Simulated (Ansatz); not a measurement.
C$_{3}$H$_{6}$O$_{2}$Si, SMILES `C=C(O)[SiH2]C=O` at its PBE0-D4/def2-TZVP geometry, where that method's forces vanish. The species carries charge 0 and has multiplicity 1.

```xyz
12

C    -1.7771    0.8045    0.2650
C    -0.5712    0.6422   -0.2777
O     0.1929    1.6555   -0.7728
Si    0.2752   -1.0267   -0.4013
C     1.8989   -0.9767    0.6376
O     2.2410   -1.8881    1.3472
H    -2.2506    1.7807    0.3453
H    -2.3262   -0.0463    0.6445
H    -0.2708    2.4946   -0.6652
H     0.6665   -1.2903   -1.8118
H    -0.6178   -2.0845    0.1234
H     2.5392   -0.0648    0.5657
```

Question: What forces (eV/Å) does PBE-D4/def2-TZVPP give on these atoms in Ansatz? (Best estimate.)

Answer: Ansatz gave: 
```
C1  -0.411  0.017  0.201
C2   0.190 -0.287 -0.091
O3   0.592 -0.030 -0.280
Si4 -0.044  0.027 -0.018
C5  -0.258  0.525 -0.480
O6   0.318 -0.832  0.656
H7  -0.104  0.204  0.022
H8  -0.134 -0.164  0.085
H9  -0.244  0.428  0.063
H10  0.049 -0.036 -0.164
H11 -0.095 -0.122  0.049
H12  0.141  0.269 -0.044
```
